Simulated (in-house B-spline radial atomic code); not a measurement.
Removing one electron from the cobalt ion Co⁹⁺

Closed shell [Ne] 3s2 3p6. Computed with an all-electron radial atomic-structure program (B-spline basis): Koopmans values of Dirac-Hartree-Fock plus a diagonal self-energy, in second order or with its direct term screened (direct RPA, with the hole-particle interaction, or full time-dependent Hartree-Fock), linearised in energy; no-pair Dirac-Coulomb Hamiltonian, finite nucleus. Shifts add to the Koopmans value (the ΔSCF shift is orbital relaxation alone); the final value takes TDHF screening with Breit and QED.

Command:
```bash
python run_mb.py task.json out
```
Settings (nuclear radius in fm, box in bohr, cutoff in hartree):
```
basis_form          2
Z                   27
core_configuration  [Ne] 3s2 3p6
rms_radius          3.7875
mass_number         59
speed_of_light      137.036
box_radius          7.713
lmax                7
intervals           62
virtual_cutoff      2916.0
```

Run time, properties included: 8.1 s on 1 thread of Arm Neoverse V2, with other jobs on the host.

Energies in eV:

```csv
subshell,Koopmans,ΔSCF shift,second order,direct RPA,hole-particle,TDHF,Breit + QED,final
3p3/2,274.93,-1.038,?,?,?,?,?,?
3p1/2,277.44,-1.065,0.427,0.498,0.262,0.306,-0.136,277.61
```

(1) What does the self-energy do to 3p3/2?

Results:

(1) It shifts the removal energy by 0.468 eV in second order, 0.513 with direct RPA, 0.301 with the hole-particle term and 0.347 with TDHF screening (quasi-particle weight 0.979); Breit and QED add -0.079 eV. The final value is 275.20 eV, against 275.4 ± 0.4 eV (NIST, semi-empirical).
